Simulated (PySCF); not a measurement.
## Computed structure and properties of [Nd(SH)4]−

System: [Nd(SH)4]− (singlet in the valence; each metal's 4f electrons, 3 of them, lie in its core potential, out of spins and levels); start: template (S4). Method: PySCF 2.14.0, RKS r2SCAN, Nd lcecp-1-SVP with ECP49, S def2-SVP, H def2-SVP; non-relativistic Hamiltonian with scalar-relativistic core potentials where named; density fitting; no spin-orbit coupling.

Input of the relaxation:

```python
mol = gto.M(atom='''
Nd    -0.00000    -0.00000     0.00000
S      1.60290     1.60290     1.60290
H      2.71270     0.87420     1.79350
S     -1.60290    -1.60290     1.60290
H     -2.71270    -0.87420     1.79350
S      1.60290    -1.60290    -1.60290
H      0.87420    -2.71270    -1.79350
S     -1.60290     1.60290    -1.60290
H     -0.87420     2.71270    -1.79350''',
    basis={'Nd': 'lcecp-1-SVP', 'S': 'def2-SVP', 'H': 'def2-SVP'},
    ecp={'Nd': 'lcecp-1-SVP'},
    charge=-1, spin=0)
mf = dft.RKS(mol, xc='R2SCAN')
mf.grids.atom_grid = (50, 194)  # f atoms: unpruned, at least (60, 302)
mf = mf.density_fit()  # fitting sets: Nd AutoAux, S def2-universal-JKFIT, H def2-universal-JKFIT
mf.conv_tol = 1e-08; mf.max_cycle = 55
mf.kernel(dm0)  # dm0: converged density of the start geometry
# quasi-Newton relaxation in Cartesian coordinates to a largest gradient under 0.00045 Eh/bohr, steps kept in the point group
```

Run from Python with OMP_NUM_THREADS=2; the lines above give its settings. Where DIIS fails, smearing, a level shift and second-order steps follow.
It took 5.2 min on 2 threads of Arm Neoverse V2, with other jobs on the host, from the converged density of the start.

Course of the relaxation:

| step | energy above end (eV) | largest force component within the symmetry (eV/Å) |
| --- | --- | --- |
| 0 | 0.2537 | 0.410 |
| 1 | 0.2037 | 0.120 |
| 2 | 0.1421 | 0.354 |
| 3 | 0.1128 | 0.345 |
| 4 | 0.0742 | 0.195 |
| 5 | 0.0533 | 0.112 |
| 6 | 0.0460 | 0.026 |
| 7 | 0.0437 | 0.022 |
| 26 | 0.0013 | 0.084 |
| 27 | 0.0008 | 0.029 |
| 28 | 0.0004 | 0.010 |
| 29 | 0.0002 | 0.038 |
| 30 | 0.0001 | 0.013 |
| 31 | 0.0000 | 0.003 |
(The steps between are left out.)

Relaxed geometry (S4):

```xyz
9

Nd    0.0000    0.0000    0.0000
S     1.6977    1.5031    1.5125
H     2.6923    0.9922    0.7451
S    -1.6977   -1.5031    1.5125
H    -2.6923   -0.9922    0.7451
S     1.5031   -1.6978   -1.5124
H     0.9917   -2.6923   -0.7451
S    -1.5031    1.6978   -1.5124
H    -0.9917    2.6923   -0.7451
```

| contact | Å |
| --- | --- |
| Nd1–S2 (SH) | 2.726 |
| Nd1–S4 (SH) | 2.726 |
| Nd1–S6 (SH) | 2.726 |
| Nd1–S8 (SH) | 2.726 |

On the finer grid (75, 302):

* HOMO: -2.17 eV
* LUMO: 2.60 eV
* Dipole about the centre of mass: 0.00 D
* Set of Mulliken populations of Nd1 outside the core potential: s 2.34, p 6.40, d 1.62, f 0.04
* D3(BJ) dispersion energy (not in the energies): -0.095 eV

```tsv
atom	Mulliken (e)	Löwdin (e)	spin (e)
Nd1	0.60	-0.50	0.00
S2	-0.49	-0.13	0.00
H3	0.09	0.00	0.00
S4	-0.49	-0.13	0.00
H5	0.09	0.00	0.00
S6	-0.49	-0.13	0.00
H7	0.09	0.00	0.00
S8	-0.49	-0.13	0.00
H9	0.09	0.00	0.00
```

The 4f levels lie in the core potential and are missing. Their spin isn't counted.

No frequency check is given for this geometry.

Taking off one SH (charge -1, singlet; the rest: singlet) in vacuum, both parts rigid, costs 4.50 eV; the small basis without counterpoise inflates it.

Rigid scan of SH along the line from its metal:

```tsv
distance to S2 (Å)	energy (eV)
2.43	0.459
2.53	0.180
2.63	0.040
2.73	0.000
2.83	0.032
2.93	0.112
3.13	0.361
3.43	0.821
3.83	1.425
4.33	2.050
```

One start shape was tried, so this needn't be the lowest isomer.

An lcecp potential fixes the number of 4f electrons, so in runs with it no electron can move into or out of that shell.
